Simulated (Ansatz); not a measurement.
Geometry optimisation, Ansatz 0.2.0, RKS B3LYP/6-31G*.

input.yaml

```yaml
crystal:
  periodic: [false, false, false]
  atoms:
    - { symbol: B, position_ang: [0.0, 0.0, 0.0] }
    - { symbol: O, position_ang: [0.0, 0.0, 1.76] }
    - { symbol: H, position_ang: [-0.9095, -0.2814, 2.0971] }
    - { symbol: "N", position_ang: [1.3423, 0.0, -0.775] }
    - { symbol: H, position_ang: [1.8089, -0.9179, -1.0268] }
    - { symbol: H, position_ang: [1.7937, 0.9179, -1.0532] }
    - { symbol: "N", position_ang: [-1.3423, 0.0, -0.775] }
    - { symbol: H, position_ang: [-2.0112, -0.8164, -0.6764] }
    - { symbol: H, position_ang: [-1.5914, 0.8164, -1.4036] }
    - { symbol: H, position_ang: [0.0668, 1.4124, 0.4698] }
    - { symbol: H, position_ang: [0.0544, 1.1498, 1.3187] }
basis:
  gaussian: { orbitals: "6-31G*" }
hamiltonian:
  xc: b3lyp
relax:
  f_tol: 0.15
  max_steps: 25
  restrain:
    - { distance: [0, 9], at: 2.39, k: 30.0 }
    - { distance: [10, 1], at: 2.21, k: 30.0 }
    - { distance: [0, 1], at: 1.41, k: 30.0 }
    - { distance: [10, 9], at: 0.66, k: 30.0 }
```

Launched with:

```bash
$ ansatz run input.yaml --threads 1 --pin off --max-ram 2048MiB --backend cpu --events-out ev --progress --plain --runs-dir out
```

Task: Where does it end, and by what steps?

Result: It converged. The restraints hold the end off the free minimum. After 13 steps the energy has fallen by 4.871 eV (the restraints' own energy left out); H8 moved furthest, 1.12 Å.

| step | energy less start (eV) | largest force component (eV/Å) | accepted |
| --- | --- | --- | --- |
| 0 | 0.0000 | 3.631 | yes |
| 1 | -0.8445 | 2.675 | yes |
| 2 | -1.7626 | 3.149 | yes |
| 3 | -2.7804 | 2.738 | yes |
| 4 | -3.7741 | 1.216 | yes |
| 5 | -4.0764 | 0.910 | yes |
| 6 | -4.2231 | 1.108 | yes |
| 7 | -4.3044 | 1.148 | yes |
| 8 | -4.4076 | 1.114 | yes |
| 9 | -4.5662 | 0.966 | yes |
| 10 | -4.6776 | 1.151 | yes |
| 11 | -4.7792 | 1.164 | yes |
| 12 | -4.8438 | 0.897 | yes |
| 13 | -4.8715 | 1.237 | yes |

```xyz
11
Properties=species:S:1:pos:R:3
B -0.012 -0.224 -0.055
O 0.059 -0.581 1.298
H -0.802 -0.858 1.638
N 1.213 -0.182 -0.776
H 2.083 -0.260 -0.271
H 1.291 0.356 -1.623
N -1.268 -0.010 -0.702
H -2.114 0.186 -0.190
H -1.347 0.217 -1.682
H 0.019 2.003 0.850
H 0.089 1.633 1.448
```

Time of the run: 43 s on 1 thread of Arm Neoverse V2, with other jobs on the host, peak memory 0.13 GiB.
